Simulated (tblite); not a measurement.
A geometry optimisation, step by step.

Compound: (GeH3)2PPF2, F2Ge2H6P2.
SMILES with atom numbers: `[F:1][P:2]([F:3])[P:4]([GeH3:5])[GeH3:6]` (hydrogens: H7, H8, H9 on Ge5; H10, H11, H12 on Ge6)

Computed with GFN2-xTB (tblite), gas phase: L-BFGS steps from a force-field or distance-geometry start until the largest atomic force falls under 0.01 eV/Å. 6 of its 243 geometries are shown.

Step 0: E = -583.3864 eV, largest atomic force 3.516 eV/Å
```
atom  x, y, z in Å  |  force x, y, z in eV/Å
F1      0.574   -3.097    1.056    0.322   1.106   0.839
P2      1.335   -1.949    0.058    0.965  -2.338  -2.442
F3      2.964   -1.633    0.513   -1.246   0.424   0.992
P4      0.160   -0.222   -0.478    0.383   0.067  -0.393
Ge5    -2.057   -0.404   -0.152   -1.358  -0.005   0.268
Ge6     1.060    1.770    0.044    0.343   1.344   0.370
H7     -2.773    0.215   -1.407    0.496  -0.325   0.590
H8     -2.593    0.366    1.068    0.075  -0.165  -0.228
H9     -2.499   -1.877   -0.016    0.284   0.536  -0.087
H10    -0.014    2.773    0.551    0.400  -0.305  -0.134
H11     1.639    2.353   -1.282   -0.258  -0.321   0.582
H12     2.206    1.705    1.077   -0.405  -0.019  -0.356
```

Step 48: E = -585.3990 eV, largest atomic force 0.325 eV/Å
```
atom  x, y, z in Å  |  force x, y, z in eV/Å
F1      0.544   -1.467    1.569    0.131   0.122  -0.005
P2      0.905   -1.967    0.056   -0.279  -0.147  -0.078
F3      2.468   -1.626    0.206    0.235   0.117   0.080
P4      0.277   -0.264   -1.173    0.058  -0.067  -0.022
Ge5    -1.812   -0.517   -0.243   -0.077   0.024  -0.045
Ge6     1.010    1.570    0.047    0.012  -0.082   0.033
H7     -2.779    0.169   -1.158   -0.077   0.008   0.039
H8     -1.984    0.055    1.134   -0.033  -0.010  -0.018
H9     -2.179   -1.971   -0.191   -0.015  -0.001  -0.006
H10    -0.149    2.398    0.543    0.107  -0.045   0.006
H11     1.780    2.384   -0.951    0.015   0.045   0.058
H12     1.921    1.235    1.194   -0.077   0.035  -0.040
```

Step 97: E = -585.4668 eV, largest atomic force 0.223 eV/Å
```
atom  x, y, z in Å  |  force x, y, z in eV/Å
F1      0.838   -0.922    1.780    0.037  -0.036   0.001
P2      0.881   -1.894    0.464   -0.030   0.061  -0.030
F3      2.488   -1.750    0.311   -0.037  -0.004   0.037
P4      0.320   -0.470   -1.105   -0.044  -0.086   0.000
Ge5    -1.870   -0.544   -0.354    0.183  -0.125   0.025
Ge6     1.013    1.469   -0.016   -0.106   0.078  -0.001
H7     -2.615    0.552   -1.034   -0.126   0.080  -0.047
H8     -2.070   -0.383    1.124   -0.009   0.047   0.026
H9     -2.499   -1.855   -0.728    0.042   0.042  -0.039
H10    -0.075    2.094    0.815    0.049  -0.032   0.024
H11     1.381    2.473   -1.071    0.003  -0.041   0.005
H12     2.208    1.230    0.846    0.039   0.016  -0.002
```

Step 145: E = -585.5027 eV, largest atomic force 0.021 eV/Å
```
atom  x, y, z in Å  |  force x, y, z in eV/Å
F1      1.036   -0.790    1.848    0.008  -0.004  -0.009
P2      0.748   -1.840    0.627   -0.007   0.004  -0.001
F3      2.325   -2.072    0.361    0.010  -0.004   0.002
P4      0.365   -0.460   -1.028    0.004  -0.018   0.004
Ge5    -1.868   -0.515   -0.459    0.002   0.010   0.001
Ge6     1.024    1.496    0.041    0.006   0.001   0.003
H7     -2.652    0.422   -1.328    0.004   0.002   0.003
H8     -2.214   -0.187    0.966    0.003   0.010  -0.003
H9     -2.373   -1.903   -0.722    0.001   0.003   0.002
H10     0.255    1.863    1.276   -0.020  -0.006  -0.004
H11     0.883    2.615   -0.948   -0.007   0.003   0.003
H12     2.473    1.371    0.399   -0.004  -0.001  -0.001
```

Step 194: E = -585.5193 eV, largest atomic force 0.120 eV/Å
```
atom  x, y, z in Å  |  force x, y, z in eV/Å
F1      1.740   -0.766    1.734   -0.026  -0.062  -0.047
P2      0.726   -1.743    0.899    0.111   0.040   0.021
F3      1.934   -2.681    0.371   -0.085   0.045   0.029
P4      0.478   -0.529   -0.909    0.003  -0.005  -0.003
Ge5    -1.801   -0.457   -0.558    0.001   0.017  -0.002
Ge6     0.915    1.514    0.105    0.015   0.000   0.000
H7     -2.457    0.405   -1.594    0.001   0.001  -0.001
H8     -2.216    0.087    0.782   -0.037  -0.034  -0.011
H9     -2.396   -1.830   -0.688    0.029   0.008   0.020
H10     0.295    1.714    1.458   -0.015  -0.002  -0.015
H11     0.388    2.586   -0.806    0.009   0.001   0.023
H12     2.395    1.699    0.238   -0.005  -0.009  -0.014
```

Step 242: E = -585.6046 eV, largest atomic force 0.009 eV/Å
```
atom  x, y, z in Å  |  force x, y, z in eV/Å
F1      2.440   -1.326    1.246    0.005  -0.001  -0.002
P2      0.826   -1.289    1.162   -0.008   0.000   0.004
F3      0.690   -2.846    0.745    0.003  -0.002   0.000
P4      0.646   -0.429   -0.828    0.000   0.002   0.000
Ge5    -1.655   -0.549   -0.613    0.000   0.001  -0.001
Ge6     0.863    1.671    0.119    0.003   0.004  -0.003
H7     -2.320    0.298   -1.657   -0.001  -0.001   0.001
H8     -2.201   -0.116    0.720    0.000   0.001  -0.001
H9     -2.105   -1.961   -0.835    0.001   0.000  -0.001
H10     0.072    1.895    1.377   -0.004   0.000   0.003
H11     0.445    2.729   -0.858   -0.001   0.000   0.000
H12     2.302    1.922    0.454    0.002  -0.003  -0.001
```

**Question.** Summarise the path.

**Answer.** The energy falls by 214.02 kJ/mol from step 0 to step 242; nine tenths of that is first reached at step 46. It rises by more than 0.2 meV at steps 95, 98, 162, 165, 168, 171, 174 and 177 and others. The largest force goes from 3.516 to 0.009 eV/Å. Among the bonds P2–F3 changes most, from 1.721 to 1.617 Å; the atoms move by 1.303 Å rms after alignment.

**Question.** Follow the three bonds and two angles with the largest change from start to end.

**Answer.** 
| step | E above end (kJ/mol) | largest force (eV/Å) | P2–F3 (Å) | F1–P2 (Å) | Ge5–H7 (Å) | P2–P4–Ge5 (°) | P2–P4–Ge6 (°) |
| --- | --- | --- | --- | --- | --- | --- | --- |
| 0 | 214.02 | 3.516 | 1.721 | 1.701 | 1.571 | 115.9 | 115.7 |
| 11 | 69.93 | 0.474 | 1.613 | 1.620 | 1.486 | 108.5 | 113.2 |
| 21 | 38.89 | 0.435 | 1.621 | 1.618 | 1.480 | 99.9 | 102.9 |
| 32 | 28.92 | 0.199 | 1.624 | 1.626 | 1.503 | 93.9 | 100.8 |
| 42 | 23.74 | 0.327 | 1.617 | 1.621 | 1.505 | 88.1 | 101.4 |
| 53 | 17.82 | 0.201 | 1.621 | 1.634 | 1.496 | 84.6 | 101.0 |
| 63 | 15.76 | 0.071 | 1.617 | 1.633 | 1.499 | 87.0 | 100.5 |
| 74 | 15.46 | 0.053 | 1.617 | 1.632 | 1.498 | 88.0 | 100.0 |
| 84 | 15.24 | 0.027 | 1.620 | 1.633 | 1.499 | 89.2 | 99.2 |
| 95 | 14.48 | 0.250 | 1.620 | 1.640 | 1.501 | 89.7 | 97.3 |
| 105 | 11.89 | 0.083 | 1.617 | 1.635 | 1.501 | 87.5 | 97.6 |
| 116 | 11.46 | 0.019 | 1.617 | 1.636 | 1.500 | 88.9 | 97.5 |
| 126 | 10.88 | 0.164 | 1.618 | 1.638 | 1.503 | 88.1 | 97.8 |
| 137 | 9.99 | 0.046 | 1.616 | 1.637 | 1.498 | 88.1 | 97.7 |
| 147 | 9.82 | 0.024 | 1.616 | 1.636 | 1.498 | 88.2 | 97.6 |
| 158 | 9.67 | 0.045 | 1.618 | 1.637 | 1.500 | 88.7 | 97.5 |
| 168 | 9.99 | 0.611 | 1.637 | 1.657 | 1.499 | 89.0 | 97.2 |
| 179 | 8.97 | 0.064 | 1.617 | 1.637 | 1.499 | 89.2 | 97.3 |
| 189 | 9.36 | 0.679 | 1.637 | 1.658 | 1.501 | 90.7 | 95.7 |
| 200 | 7.27 | 0.179 | 1.620 | 1.638 | 1.499 | 90.6 | 94.8 |
| 210 | 4.05 | 0.525 | 1.633 | 1.641 | 1.501 | 89.5 | 89.3 |
| 221 | 0.95 | 0.062 | 1.615 | 1.623 | 1.500 | 89.6 | 88.3 |
| 231 | 0.26 | 0.068 | 1.617 | 1.620 | 1.498 | 89.2 | 88.1 |
| 242 | 0.00 | 0.009 | 1.617 | 1.617 | 1.500 | 88.7 | 88.7 |

Run on x86-64 server, one thread, on a shared host.
